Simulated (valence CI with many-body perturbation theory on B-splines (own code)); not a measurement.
**As10+: E2, M1 decay**

Calculated by relativistic CI+MBPT: five valence electrons over a frozen Dirac-Fock core [Ar], a basis of 7 s, 7 p, 8 d, 6 f, 4 g, 1 h functions for each j, with the one-electron correlation potential Σ1 (screened to all orders), the two-electron term Σ2, the three-electron term Σ3, Breit, model QED; selected single and double excitations, second order for the rest, scaled by the run's own slope (own B-spline code, finite nucleus).

No measured levels were compared; by estimate terms of the open shell hold to 2 to 4 % of their energy, and close levels can change places. Among the levels kept, up to 1200 cm⁻¹ of a level comes from second order outside the variational space, and about a tenth of that is noise between levels of different J, which matters for small intervals. Excitations out of the core, of the other parity, are not computed and may begin above about 68.1 eV (a cautious bound); beyond it only levels of the ground parity were kept, without lifetimes.

Lines 51 to 100 of 120 in falling wavelength, among levels below 549440 cm⁻¹, chosen from the decays that carry over 1 % of a level's rate. Wavelengths and rates use the calculated energies, so an error of 2000 cm⁻¹ moves a line at 396.1 nm by 7.9 % and its rate by three times that or more. Electric multipoles are in the length gauge, E1 and E2 with the static RPA response of the core. S is in atomic units (e²a₀⁴ for E2 and M2, e²a₀⁶ for E3), for M1 in squared Bohr magnetons. Weak lines are less certain than strong ones. Lines between different terms over intervals too small for the method are left out, as are lines whose strength nearly cancels.

Names give the largest LS component (configuration and term), which can be under half, so a name can repeat, a term be missing and a line seem to break the LS rules; names also repeat where a configuration has a term twice. Letters in brackets count levels of one name in rising energy.

```tsv
λ vac (nm)	Upper	Lower	Type	A (s⁻¹)	S (a.u.)
396.1	3d⁵ ²F_7/2 [a]	3d⁵ ⁴D_7/2	M1	1.12e+00	2.06e-02
388.3	3d⁵ ⁴F_5/2	3d⁵ ⁴D_5/2	M1	4.57e+00	5.96e-02
383.5	3d⁵ ²G_9/2 [a]	3d⁵ ²I_11/2	M1	4.91e+00	1.03e-01
382.6	3d⁵ ²D_5/2 [a]	3d⁵ ⁴P_3/2	M1	5.99e+00	7.46e-02
372.1	3d⁵ ⁴F_9/2	3d⁵ ⁴D_7/2	M1	7.07e+00	1.35e-01
368.3	3d⁵ ²I_11/2	3d⁵ ⁴G_9/2	M1	8.03e-01	1.78e-02
365.7	3d⁵ ²D_5/2 [a]	3d⁵ ⁴P_5/2	M1	4.23e+01	4.60e-01
363.0	3d⁵ ²I_11/2	3d⁵ ⁴G_11/2	M1	2.70e+00	5.75e-02
361.3	3d⁵ ²D_3/2 [a]	3d⁵ ⁴P_1/2	M1	4.74e+00	3.32e-02
356.1	3d⁵ ⁴F_3/2	3d⁵ ⁴D_3/2	M1	1.30e+01	8.70e-02
354.4	3d⁵ ⁴F_3/2	3d⁵ ⁴D_5/2	M1	3.57e+00	2.36e-02
353.0	3d⁵ ⁴F_5/2	3d⁵ ⁴D_7/2	M1	4.17e-01	4.08e-03
351.1	3d⁵ ²I_13/2	3d⁵ ⁴G_11/2	M1	1.21e-01	2.73e-03
345.2	3d⁵ ⁴F_3/2	3d⁵ ⁴D_1/2	M1	7.39e+00	4.50e-02
344.1	3d⁵ ²D_3/2 [a]	3d⁵ ⁴P_3/2	M1	1.85e+01	1.12e-01
341.0	3d⁵ ⁴F_7/2	3d⁵ ⁴D_7/2	M1	1.61e+01	1.89e-01
330.5	3d⁵ ²D_3/2 [a]	3d⁵ ⁴P_5/2	M1	4.32e+00	2.31e-02
315.3	3d⁵ ²F_5/2 [a]	3d⁵ ⁴D_3/2	M1	4.83e+00	3.37e-02
314.0	3d⁵ ²F_5/2 [a]	3d⁵ ⁴D_5/2	M1	1.33e+01	9.18e-02
306.7	3d⁵ ²D_5/2 [a]	3d⁵ ⁴G_7/2	M1	1.75e+01	1.12e-01
302.6	3d⁵ ²F_7/2 [a]	3d⁵ ⁴P_5/2	M1	3.62e-01	2.97e-03
302.4	3d⁵ ²D_5/2 [a]	3d⁵ ⁴G_5/2	M1	1.58e+01	9.70e-02
302.2	3d⁵ ²H_9/2	3d⁵ ⁴D_7/2	M1	2.04e+00	2.09e-02
290.5	3d⁵ ²G_7/2 [a]	3d⁵ ⁴D_5/2	M1	5.36e-01	3.90e-03
290.5	3d⁵ ²F_5/2 [a]	3d⁵ ⁴D_7/2	M1	1.44e+00	7.85e-03
277.9	3d⁵ ²D_3/2 [a]	3d⁵ ⁴G_5/2	M1	5.65e+00	1.80e-02
276.8	3d⁵ ⁴F_5/2	3d⁵ ⁴P_5/2	M1	1.89e+00	8.92e-03
270.3	3d⁵ ²G_7/2 [a]	3d⁵ ⁴D_7/2	M1	8.58e-02	5.03e-04
262.2	3d⁵ ²F_7/2 [a]	3d⁵ ⁴G_9/2	M1	2.16e+01	1.15e-01
261.0	3d⁵ ²F_7/2 [a]	3d⁵ ⁴G_7/2	M1	4.84e-01	2.55e-03
257.9	3d⁵ ²F_7/2 [a]	3d⁵ ⁴G_5/2	M1	4.36e-01	2.22e-03
251.5	3d⁵ ⁴F_9/2	3d⁵ ⁴G_9/2	M1	2.01e+00	1.18e-02
250.3	3d⁵ ⁴F_9/2	3d⁵ ⁴G_7/2	M1	2.12e+00	1.23e-02
249.0	3d⁵ ⁴F_9/2	3d⁵ ⁴G_11/2	M1	8.84e+00	5.06e-02
249.0	3d⁵ ⁴F_9/2	3d⁵ ⁴G_11/2	E2	4.88e-01	4.17e-01
247.9	3d⁵ ²G_9/2 [a]	3d⁵ ⁴D_7/2	M1	2.46e+00	1.39e-02
241.6	3d⁵ ⁴F_5/2	3d⁵ ⁴G_7/2	M1	9.91e+00	3.11e-02
241.6	3d⁵ ⁴F_5/2	3d⁵ ⁴G_7/2	E2	3.15e-01	1.39e-01
240.6	3d⁵ ²F_5/2 [b]	3d⁵ ⁴D_3/2	M1	3.64e-01	1.13e-03
238.9	3d⁵ ⁴F_5/2	3d⁵ ⁴G_5/2	M1	4.39e-01	1.33e-03
238.9	3d⁵ ⁴F_5/2	3d⁵ ⁴G_5/2	E2	2.29e-01	9.57e-02
236.9	3d⁵ ⁴F_7/2	3d⁵ ⁴G_9/2	M1	2.09e+01	8.22e-02
236.8	3d⁵ ²F_5/2 [a]	3d⁵ ⁴P_5/2	M1	3.06e+00	9.03e-03
235.9	3d⁵ ⁴F_7/2	3d⁵ ⁴G_7/2	M1	1.41e+01	5.48e-02
233.4	3d⁵ ⁴F_7/2	3d⁵ ⁴G_5/2	M1	1.36e+00	5.13e-03
225.9	3d⁵ ²F_5/2 [b]	3d⁵ ⁴D_7/2	M1	4.27e+00	1.09e-02
225.6	3d⁵ ⁴F_3/2	3d⁵ ⁴G_5/2	M1	7.52e+00	1.28e-02
225.6	3d⁵ ⁴F_3/2	3d⁵ ⁴G_5/2	E2	5.69e-01	1.19e-01
223.2	3d⁵ ²G_7/2 [a]	3d⁵ ⁴P_5/2	M1	9.98e-02	3.29e-04
217.5	3d⁵ ²H_9/2	3d⁵ ⁴G_9/2	M1	1.69e+01	6.46e-02
```
